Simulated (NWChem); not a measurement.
Species: C$_{2}$H$_{2}$ClF; SMILES F/C=C\Cl

Results from NWChem. Each level has its own optimisation; frequencies are unscaled. Brackets give each atom's bonded neighbours.

For level CAM-B3LYP/def2-SVP:

```yaml
highest harmonic frequency (cm⁻¹): 3260
lowest (cm⁻¹): 199
zero-point energy (kcal/mol): 22.7
```

**Question.** What are these values for level BLYP/def2-SVP?

**Answer.** highest harmonic frequency (cm⁻¹): 3144
lowest (cm⁻¹): 186
zero-point energy (kcal/mol): 21.5
